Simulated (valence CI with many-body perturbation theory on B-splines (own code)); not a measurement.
**Level structure of W LX**

Method: relativistic CI+MBPT: five valence electrons over a frozen Dirac-Fock core [Ne], radial functions for each j: 11 s, 11 p, 10 d, 8 f, 5 g, 2 h, with the one-electron correlation potential Σ1, the two-electron term Σ2, the three-electron term Σ3, Breit, model QED; selected CI, second order for the rest, scaled by the run's own slope (own B-spline code, finite nucleus).

The last digits are not significant, and no measured levels were compared; by estimate large intervals hold to a few tenths of a per cent, small ones and those within an open d or f shell to about a per cent. Among the levels kept, up to 3200 cm⁻¹ of a level comes from second order outside the variational space, and about a tenth of that is noise between levels of different J, which matters for small intervals.

Levels 46 to 90 of 168, with energies above the lowest level, (3s^2 3p1/2^2 3p3/2) J=3/2. "Leading %" is the weight of the configuration and term that name the level; weights of strongly mixed levels are sums over their largest components and can fall short. In the jj column 3d3/2^4 stands for four electrons in 3d with j = 3/2. Lifetimes count E1, E2, E3, M1 and M2 decay at the calculated energies, and are blank where another channel may lead or the interval is too uncertain; long ones can be off by a factor of two.

```csv
No.,Configuration,Term,J,E (Ry),Leading %,Leading jj,Second component,Lifetime
46,3s2.3p.3d2,4G°,7/2,65.831,55,3s^2 3p1/2 3d3/2 3d5/2 (96 %),14 % 3s2.3p.3d2 2G°,2.77 ps
47,3s2.3p.3d2,2D°,5/2,66.129,24,3s^2 3p1/2 3d3/2 3d5/2 (95 %),19 % 3s2.3p.3d2 4D°,2.17 ps
48,3s2.3p.3d2,4D°,3/2,66.607,42,3s^2 3p1/2 3d3/2 3d5/2 (95 %),20 % 3s2.3p.3d2 2D°,2.15 ps
49,3s.3p4,2P,1/2,66.613,46,3s 3p1/2 3p3/2^3 (74 %),28 % 3s.3p4 4P,446 fs
50,3s2.3p.3d2,4P°,1/2,66.773,47,3s^2 3p1/2 3d3/2 3d5/2 (96 %),27 % 3s2.3p.3d2 4D°,2.43 ps
51,3s.3p4,2P,3/2,66.791,39,3s 3p1/2 3p3/2^3 (76 %),27 % 3s.3p4 2D,378 fs
52,3s2.3p.3d2,2H°,9/2,66.876,50,3s^2 3p1/2 3d3/2 3d5/2 (98 %),32 % 3s2.3p.3d2 2G°,3.32 ps
53,3s2.3p.3d2,4D°,5/2,69.176,24,3s^2 3p1/2 3d3/2 3d5/2 (82 %),16 % 3s2.3p.3d2 4F°,197 fs
54,3s2.3p.3d2,2F°,7/2,69.425,39,3s^2 3p1/2 3d3/2 3d5/2 (85 %),24 % 3s2.3p.3d2 2G°,251 fs
55,3s2.3p.3d2,2P°,3/2,69.868,21,3s^2 3p1/2 3d3/2 3d5/2 (83 %),21 % 3s2.3p.3d2 4D°,189 fs
56,3s2.3p2.3d,2F,7/2,70.057,45,3s^2 3p3/2^2 3d3/2 (97 %),26 % 3s2.3p2.3d 2G,484 fs
57,3s2.3p2.3d,2D,5/2,70.133,27,3s^2 3p3/2^2 3d3/2 (88 %),22 % 3s2.3p2.3d 4D,323 fs
58,3s2.3p2.3d,4P,3/2,70.437,22,3s^2 3p3/2^2 3d3/2 (75 %),20 % 3s2.3p2.3d 2D,219 fs
59,3s2.3p2.3d,4P,1/2,70.557,39,3s^2 3p3/2^2 3d3/2 (76 %),17 % 3s2.3p2.3d 2P,200 fs
60,3s2.3p2.3d,2D,3/2,71.710,67,3s^2 3p3/2^2 3d3/2 (88 %),10 % 3s2.3p2.3d 4F,326 fs
61,3s.3p2.3d2,4F,3/2,71.936,42,3s 3p1/2^2 3d3/2^2 (96 %),29 % 3s.3p2.3d2 6G,8.68 ps
62,3s.3p2.3d2,4F,5/2,72.692,24,3s 3p1/2^2 3d3/2^2 (96 %),13 % 3s.3p2.3d2 6G,12.2 ps
63,3s2.3p.3d2,4D°,7/2,73.269,33,3s^2 3p1/2 3d5/2^2 (92 %),18 % 3s2.3p.3d2 2F°,1.49 ps
64,3s2.3p.3d2,2G°,9/2,73.378,29,3s^2 3p1/2 3d5/2^2 (96 %),28 % 3s2.3p.3d2 4G°,2.17 ps
65,3s2.3p.3d2,2P°,3/2,73.999,28,3s^2 3p1/2 3d5/2^2 (95 %),22 % 3s2.3p.3d2 2D°,1.36 ps
66,3s2.3p2.3d,2F,7/2,74.049,51,3s^2 3p3/2^2 3d5/2 (98 %),38 % 3s2.3p2.3d 4D,151 ps
67,3s2.3p.3d2,2F°,5/2,74.050,38,3s^2 3p1/2 3d5/2^2 (96 %),21 % 3s2.3p.3d2 4D°,1.66 ps
68,3s.3p2.3d2,4P,1/2,74.180,45,3s 3p1/2^2 3d3/2^2 (95 %),24 % 3s.3p2.3d2 6D,10.7 ps
69,3s2.3p2.3d,4F,9/2,74.196,62,3s^2 3p3/2^2 3d5/2 (99 %),37 % 3s2.3p2.3d 2G,1.23 ns
70,3s2.3p2.3d,2P,1/2,74.869,57,3s^2 3p3/2^2 3d5/2 (96 %),26 % 3s2.3p2.3d 2S,9.73 ps
71,3s2.3p.3d2,2P°,1/2,75.974,68,3s^2 3p1/2 3d5/2^2 (94 %),19 % 3s2.3p.3d2 4D°,1.37 ps
72,3s2.3p2.3d,2D,5/2,76.407,75,3s^2 3p3/2^2 3d5/2 (98 %),16 % 3s2.3p2.3d 4D,427 ps
73,3s2.3p2.3d,2P,3/2,77.306,43,3s^2 3p3/2^2 3d5/2 (95 %),26 % 3s2.3p2.3d 2D,1.43 ps
74,3s2.3p2.3d,2D,5/2,77.708,51,3s^2 3p3/2^2 3d5/2 (94 %),19 % 3s2.3p2.3d 4P,1.15 ps
75,3s.3p3.3d,6D°,3/2,78.326,23,3s 3p1/2 3p3/2^2 3d3/2 (78 %),17 % 3s.3p3.3d 4D°,1.48 ps
76,3s.3p2.3d2,4F,7/2,78.660,29,3s 3p1/2^2 3d3/2 3d5/2 (96 %),17 % 3s.3p2.3d2 6G,3.66 ps
77,3s.3p2.3d2,4F,5/2,79.011,20,3s 3p1/2^2 3d3/2 3d5/2 (96 %),16 % 3s.3p2.3d2 6G,3.33 ps
78,3s.3p3.3d,6D°,1/2,79.076,44,3s 3p1/2 3p3/2^2 3d3/2 (96 %),21 % 3s.3p3.3d 4D°,1.30 ps
79,3s.3p3.3d,4F°,5/2,79.163,37,3s 3p1/2 3p3/2^2 3d3/2 (94 %),26 % 3s.3p3.3d 6D°,1.71 ps
80,3s.3p2.3d2,4P,3/2,79.494,28,3s 3p1/2^2 3d3/2 3d5/2 (97 %),28 % 3s.3p2.3d2 6D,3.05 ps
81,3s.3p3.3d,4G°,7/2,80.027,33,3s 3p1/2 3p3/2^2 3d3/2 (95 %),24 % 3s.3p3.3d 4F°,1.30 ps
82,3s.3p2.3d2,4F,9/2,80.065,27,3s 3p1/2^2 3d3/2 3d5/2 (96 %),20 % 3s.3p2.3d2 2G,2.81 ps
83,3p5,2P°,3/2,80.164,50,3p1/2^2 3p3/2^3 (50 %),12 % 3s.3p3.3d 6D°,436 fs
84,3s.3p2.3d2,2F,5/2,80.181,24,3s 3p1/2^2 3d3/2 3d5/2 (97 %),13 % 3s.3p2.3d2 4G,2.96 ps
85,3s.3p2.3d2,2D,3/2,80.673,20,3s 3p1/2^2 3d3/2 3d5/2 (94 %),14 % 3s.3p2.3d2 2P,3.08 ps
86,3s.3p2.3d2,2G,7/2,80.679,32,3s 3p1/2^2 3d3/2 3d5/2 (98 %),25 % 3s.3p2.3d2 4H,2.92 ps
87,3s.3p3.3d,2G°,9/2,81.099,43,3s 3p1/2 3p3/2^2 3d3/2 (96 %),41 % 3s.3p3.3d 4G°,1.39 ps
88,3s.3p2.3d2,2P,1/2,81.154,35,3s 3p1/2^2 3d3/2 3d5/2 (95 %),22 % 3s.3p2.3d2 4D,2.79 ps
89,3s.3p3.3d,4F°,3/2,81.654,44,3s 3p1/2 3p3/2^2 3d3/2 (89 %),20 % 3s.3p3.3d 2D°,544 fs
90,3s.3p3.3d,4P°,5/2,82.221,27,3s 3p1/2 3p3/2^2 3d3/2 (91 %),20 % 3s.3p3.3d 4D°,356 fs
```
